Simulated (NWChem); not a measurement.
Everything below was run with NWChem. System: H₅Si₂, charge 0, spin multiplicity 2, at a geometry optimised with UPBE/def2-SVP. The structure started from a generated list of species. Its SCF solution wasn't tested for a lower state. Level: UHF/def2-TZVP.

The NWChem input:

```
start mol
memory heap 200 mb stack 900 mb global 1100 mb
geometry units angstroms nocenter noautoz
  Si    -0.130271    -1.209204     0.000000
  Si     0.053680     1.124187     0.000000
  H      0.420252    -1.876864     1.234431
  H      0.420252    -1.876864    -1.234431
  H     -0.627536     1.673000    -1.224738
  H     -0.627536     1.673000     1.224738
  H      1.486852     1.597962     0.000000
  symmetry group Cs
end
basis spherical
  * library def2-tzvp
end
scf
  uhf
  nopen 1
  maxiter 100
  thresh 1e-7
  semidirect memsize 60000000 filesize 0
  # guess.movecs holds the orbitals of an unrestricted PBE0 run
  vectors input guess.movecs output mol.movecs
end
task scf energy
```

NWChem printed:

```
             Northwest Computational Chemistry Package (NWChem) 7.3.0
             --------------------------------------------------------

                                NWChem Input Module
                                -------------------

 Scaling coordinates for geometry "geometry" by  1.889725989
 (inverse scale =  0.529177249)

 Turning off AUTOSYM since
 SYMMETRY directive was detected!

                             Geometry "geometry" -> ""
                             -------------------------

 Output coordinates in angstroms (scale by  1.889725989 to convert to a.u.)

  No.       Tag          Charge          X              Y              Z
 ---- ---------------- ---------- -------------- -------------- --------------
    1 Si                  14.0000    -0.13027100    -1.20920400     0.00000000
    2 Si                  14.0000     0.05368000     1.12418700     0.00000000
    3 H                    1.0000     0.42025200    -1.87686400     1.23443100
    4 H                    1.0000     0.42025200    -1.87686400    -1.23443100
    5 H                    1.0000    -0.62753600     1.67300000    -1.22473800
    6 H                    1.0000    -0.62753600     1.67300000     1.22473800
    7 H                    1.0000     1.48685200     1.59796200     0.00000000

 Effective nuclear repulsion energy (a.u.)      82.0536724202

            Nuclear Dipole moment (a.u.)
            ----------------------------
        X                 Y               Z
 ---------------- ---------------- ----------------
     0.0000188973    -0.0000075589     0.0000000000

      Symmetry information
      --------------------

 Group name             Cs
 Group number              2
 Group order               2
 No. of unique centers     5

      Symmetry unique atoms

     1    2    3    5    7


 Summary of "ao basis" -> "" (spherical)
 ------------------------------------------------------------------------------
       Tag                 Description            Shells   Functions and Types
 ---------------- ------------------------------  ------  ---------------------
 *                         def2-tzvp                  on all atoms

 Summary of "ao basis" -> "ao basis" (spherical)
 ------------------------------------------------------------------------------
       Tag                 Description            Shells   Functions and Types
 ---------------- ------------------------------  ------  ---------------------
 Si                        def2-tzvp                13       37   5s5p2d1f
 H                         def2-tzvp                 4        6   3s1p

                                 NWChem SCF Module
                                 -----------------

  ao basis        = "ao basis"
  functions       =   104
  atoms           =     7
  alpha electrons =    17
  beta  electrons =    16
  charge          =   0.00
  wavefunction    = UHF
  use symmetry    = T
  symmetry adapt  = T

 Summary of "ao basis" -> "ao basis" (spherical)
 ------------------------------------------------------------------------------
       Tag                 Description            Shells   Functions and Types
 ---------------- ------------------------------  ------  ---------------------
 Si                        def2-tzvp                13       37   5s5p2d1f
 H                         def2-tzvp                 4        6   3s1p

      Symmetry analysis of basis
      --------------------------

        a'         67
        a"         37

 Forming initial guess at       0.0s

   Symmetry analysis of molecular orbitals - initial alpha
   -------------------------------------------------------

  Numbering of irreducible representations:

     1 a'          2 a"

  Orbital symmetries:

     1 a'          2 a'          3 a'          4 a'          5 a'
     6 a"          7 a'          8 a'          9 a"         10 a'
    11 a'         12 a'         13 a"         14 a'         15 a"
    16 a'         17 a'         18 a"         19 a'         20 a'
    21 a'         22 a"         23 a'         24 a'         25 a'
    26 a"         27 a'

   Symmetry analysis of molecular orbitals - initial beta
   ------------------------------------------------------

  Numbering of irreducible representations:

     1 a'          2 a"

  Orbital symmetries:

     1 a'          2 a'          3 a'          4 a'          5 a'
     6 a"          7 a'          8 a'          9 a"         10 a'
    11 a'         12 a'         13 a"         14 a'         15 a"
    16 a'         17 a'         18 a"         19 a'         20 a'
    21 a'         22 a"         23 a'         24 a'         25 a'
    26 a"         27 a'

 Starting SCF solution at       0.0s

 ----------------------------------------------
         Quadratically convergent UHF

 Convergence threshold     :          1.000E-07
 Maximum no. of iterations :          100
 Integral*density screening:          1.000E-09
 ----------------------------------------------

              iter       energy          gnorm     gmax       time
             ----- ------------------- --------- --------- --------
                 1     -580.7276592868  6.35D-01  1.95D-01      0.7
                 2     -580.7450026141  7.40D-02  1.03D-02      0.8
                 3     -580.7466107287  2.26D-03  4.66D-04      1.0
                 4     -580.7466137213  2.55D-06  4.48D-07      1.5
                 5     -580.7466137213  8.40D-09  1.85D-09      1.9

       Final UHF  results
       ------------------

         Total SCF energy =   -580.746613721259
      One electron energy =   -968.240107099507
      Two electron energy =    305.439820958088
[...]
   16   -0.4125
   17    0.0338
   18    0.1224
   19    0.1271
   20    0.1446
   21    0.1603
   22    0.1755
   23    0.1886
   24    0.2393
   25    0.2604
   26    0.2707
   27    0.2905

                    UHF Final Alpha Molecular Orbital Analysis
                    ------------------------------------------

 Vector   15  Occ=1.000000D+00  E=-4.735504D-01  Symmetry=a"
              MO Center= -1.2D-01,  4.5D-02, -2.6D-13, r^2= 4.9D+00
   Bfn.  Coefficient  Atom+Function         Bfn.  Coefficient  Atom+Function
  ----- ------------  ---------------      ----- ------------  ---------------
    54     -0.225113  2 Si pz                17      0.212676  1 Si pz
    88      0.172706  5 H  s                 94     -0.172706  6 H  s
    76      0.156089  3 H  s                 82     -0.156089  4 H  s

 Vector   16  Occ=1.000000D+00  E=-4.238254D-01  Symmetry=a'
              MO Center= -4.0D-02, -2.7D-01, -7.8D-14, r^2= 3.3D+00
   Bfn.  Coefficient  Atom+Function         Bfn.  Coefficient  Atom+Function
  ----- ------------  ---------------      ----- ------------  ---------------
    16      0.304382  1 Si py                53     -0.283267  2 Si py

 Vector   17  Occ=1.000000D+00  E=-3.253401D-01  Symmetry=a'
              MO Center= -3.7D-01, -1.0D+00,  3.2D-13, r^2= 2.9D+00
   Bfn.  Coefficient  Atom+Function         Bfn.  Coefficient  Atom+Function
  ----- ------------  ---------------      ----- ------------  ---------------
    15      0.471249  1 Si px                18      0.337193  1 Si px
     5     -0.250733  1 Si s                  4     -0.157068  1 Si s

 Vector   18  Occ=0.000000D+00  E= 1.130411D-01  Symmetry=a'
              MO Center= -4.9D-02,  2.7D-03, -4.3D-16, r^2= 1.1D+01
   Bfn.  Coefficient  Atom+Function         Bfn.  Coefficient  Atom+Function
  ----- ------------  ---------------      ----- ------------  ---------------
    42     -2.542434  2 Si s                  5      2.522791  1 Si s
    56      1.853512  2 Si py                19      1.821921  1 Si py
    53      0.346173  2 Si py                16      0.335957  1 Si py
    18      0.298248  1 Si px                67      0.257887  2 Si d  2
    30     -0.223128  1 Si d  2             101      0.165096  7 H  s

 Vector   19  Occ=0.000000D+00  E= 1.212936D-01  Symmetry=a"
              MO Center=  1.1D-02, -3.9D-02, -7.7D-13, r^2= 5.1D+00
   Bfn.  Coefficient  Atom+Function         Bfn.  Coefficient  Atom+Function
  ----- ------------  ---------------      ----- ------------  ---------------
    57      0.913793  2 Si pz                20      0.892070  1 Si pz
    89      0.764313  5 H  s                 95     -0.764313  6 H  s
    77     -0.751522  3 H  s                 83      0.751522  4 H  s

 Vector   20  Occ=0.000000D+00  E= 1.316868D-01  Symmetry=a'
              MO Center= -3.4D-01, -3.0D-01, -2.7D-14, r^2= 6.5D+00
   Bfn.  Coefficient  Atom+Function         Bfn.  Coefficient  Atom+Function
  ----- ------------  ---------------      ----- ------------  ---------------
     5      1.267186  1 Si s                101     -1.170301  7 H  s
    42      1.030283  2 Si s                 77     -0.950324  3 H  s
    83     -0.950324  4 H  s                 19     -0.832657  1 Si py
    55      0.809132  2 Si px                56      0.478260  2 Si py
    18      0.311582  1 Si px                 4      0.172675  1 Si s

                     UHF Final Beta Molecular Orbital Analysis
                     -----------------------------------------

 Vector   14  Occ=1.000000D+00  E=-4.815425D-01  Symmetry=a'
              MO Center=  6.2D-01,  1.4D+00,  9.5D-13, r^2= 2.1D+00
   Bfn.  Coefficient  Atom+Function         Bfn.  Coefficient  Atom+Function
  ----- ------------  ---------------      ----- ------------  ---------------
    52      0.315339  2 Si px               100      0.264268  7 H  s
   101      0.162942  7 H  s                 99      0.156464  7 H  s

 Vector   15  Occ=1.000000D+00  E=-4.722091D-01  Symmetry=a"
              MO Center= -3.5D-02, -3.1D-01,  4.1D-13, r^2= 4.9D+00
   Bfn.  Coefficient  Atom+Function         Bfn.  Coefficient  Atom+Function
  ----- ------------  ---------------      ----- ------------  ---------------
    17      0.222855  1 Si pz                54     -0.198179  2 Si pz
    76      0.180153  3 H  s                 82     -0.180153  4 H  s
    88      0.156122  5 H  s                 94     -0.156122  6 H  s

 Vector   16  Occ=1.000000D+00  E=-4.125440D-01  Symmetry=a'
              MO Center= -3.0D-02, -1.0D-01, -8.1D-14, r^2= 3.1D+00
   Bfn.  Coefficient  Atom+Function         Bfn.  Coefficient  Atom+Function
  ----- ------------  ---------------      ----- ------------  ---------------
    53     -0.310250  2 Si py                16      0.304683  1 Si py

 Vector   17  Occ=0.000000D+00  E= 3.384472D-02  Symmetry=a'
              MO Center= -3.6D-01, -1.0D+00, -7.5D-13, r^2= 4.0D+00
   Bfn.  Coefficient  Atom+Function         Bfn.  Coefficient  Atom+Function
  ----- ------------  ---------------      ----- ------------  ---------------
    18      0.629804  1 Si px               101     -0.290894  7 H  s
     5     -0.241479  1 Si s                 15      0.174195  1 Si px
    19      0.172551  1 Si py                55      0.172546  2 Si px

 Vector   18  Occ=0.000000D+00  E= 1.224150D-01  Symmetry=a'
              MO Center=  2.0D-02,  3.0D-01,  2.0D-15, r^2= 1.1D+01
   Bfn.  Coefficient  Atom+Function         Bfn.  Coefficient  Atom+Function
  ----- ------------  ---------------      ----- ------------  ---------------
     5      2.778614  1 Si s                 42     -2.534017  2 Si s
    56      2.036491  2 Si py                19      1.825061  1 Si py
    16      0.350134  1 Si py                53      0.321818  2 Si py
    30     -0.293439  1 Si d  2              67      0.274378  2 Si d  2
    55      0.230153  2 Si px                18      0.205430  1 Si px

 Vector   19  Occ=0.000000D+00  E= 1.271481D-01  Symmetry=a"
              MO Center=  1.6D-01,  2.3D-01, -7.4D-11, r^2= 5.1D+00
   Bfn.  Coefficient  Atom+Function         Bfn.  Coefficient  Atom+Function
  ----- ------------  ---------------      ----- ------------  ---------------
    57      1.211168  2 Si pz                89      0.942085  5 H  s
    95     -0.942085  6 H  s                 20      0.614662  1 Si pz
    77     -0.570800  3 H  s                 83      0.570800  4 H  s

 center of mass
 --------------
 x =  -0.03290690 y =  -0.03652756 z =   0.00000000

 moments of inertia (a.u.)
 ------------------
         348.721295795448         -17.010131949458           0.000000000000
         -17.010131949458          35.744978328796           0.000000000000
           0.000000000000           0.000000000000         340.935509804757

  Mulliken analysis of the total density
  --------------------------------------

    Atom       Charge   Shell Charges
 -----------   ------   -------------------------------------------------------
    1 Si  14    13.96   2.00  0.59  1.39  0.85  0.53  4.12  1.73  0.50  1.51  0.54  0.08  0.12  0.01
    2 Si  14    13.86   2.00  0.58  1.39  0.81  0.47  4.12  1.73  0.51  1.53  0.40  0.11  0.17  0.02
    3 H    1     1.03   0.23  0.55  0.24  0.01
    4 H    1     1.03   0.23  0.55  0.24  0.01
    5 H    1     1.04   0.23  0.56  0.24  0.01
    6 H    1     1.04   0.23  0.56  0.24  0.01
    7 H    1     1.04   0.23  0.56  0.24  0.01

  Mulliken analysis of the alpha density
  --------------------------------------

    Atom       Charge   Shell Charges
 -----------   ------   -------------------------------------------------------
    1 Si  14     7.49   1.00  0.29  0.69  0.46  0.31  2.07  0.86  0.29  0.99  0.42  0.04  0.06  0.01
    2 Si  14     6.93   1.00  0.29  0.70  0.41  0.23  2.06  0.86  0.26  0.76  0.20  0.06  0.09  0.01
    3 H    1     0.51   0.11  0.27  0.12  0.01
    4 H    1     0.51   0.11  0.27  0.12  0.01
    5 H    1     0.52   0.12  0.28  0.12  0.00
    6 H    1     0.52   0.12  0.28  0.12  0.00
    7 H    1     0.54   0.12  0.29  0.12  0.00

   Mulliken analysis of the beta density
   -------------------------------------

    Atom       Charge   Shell Charges
 -----------   ------   -------------------------------------------------------
    1 Si  14     6.48   1.00  0.29  0.70  0.39  0.22  2.05  0.87  0.21  0.52  0.13  0.04  0.06  0.01
    2 Si  14     6.93   1.00  0.29  0.70  0.41  0.24  2.06  0.86  0.26  0.77  0.21  0.05  0.08  0.01
    3 H    1     0.52   0.12  0.28  0.12  0.00
    4 H    1     0.52   0.12  0.28  0.12  0.00
    5 H    1     0.52   0.12  0.28  0.12  0.00
    6 H    1     0.52   0.12  0.28  0.12  0.00
    7 H    1     0.50   0.11  0.27  0.12  0.00

   Mulliken analysis of the spin density
   -------------------------------------

    Atom       Charge   Shell Charges
 -----------   ------   -------------------------------------------------------
    1 Si  14     1.01   0.00  0.00 -0.00  0.07  0.08  0.02 -0.02  0.08  0.47  0.29 -0.00  0.00 -0.00
    2 Si  14    -0.00   0.00  0.00 -0.00 -0.00 -0.00 -0.00  0.00 -0.00 -0.00 -0.01  0.00  0.01  0.00
    3 H    1    -0.01  -0.00 -0.01 -0.01  0.00
    4 H    1    -0.01  -0.00 -0.01 -0.01  0.00
    5 H    1    -0.01  -0.00 -0.00 -0.00  0.00
    6 H    1    -0.01  -0.00 -0.00 -0.00  0.00
    7 H    1     0.03   0.01  0.02  0.01  0.00

       Multipole analysis of the density wrt the origin
       ------------------------------------------------

     L   x y z        total         alpha         beta         nuclear
     -   - - -        -----         -----         ----         -------
     0   0 0 0     -0.000000    -17.000000    -16.000000     33.000000

     1   1 0 0     -0.007600      0.496642     -0.504261      0.000019
     1   0 1 0      0.012224      1.167827     -1.155596     -0.000008
     1   0 0 1     -0.000000     -0.000000     -0.000000      0.000000

     2   2 0 0    -23.484754    -20.999256    -15.446620     12.961122
     2   1 1 0      0.016057     -5.005733     -1.223550      6.245341
     2   1 0 1      0.000000      0.000000     -0.000000      0.000000
     2   0 2 0    -23.991159   -111.152993   -103.390756    190.552590
     2   0 1 1     -0.000000      0.000000     -0.000000      0.000000
     2   0 0 2    -23.255543    -23.168738    -21.683196     21.596390

 Task  times  cpu:        2.0s     wall:        2.0s

 Total times  cpu:        2.0s     wall:        2.0s
```
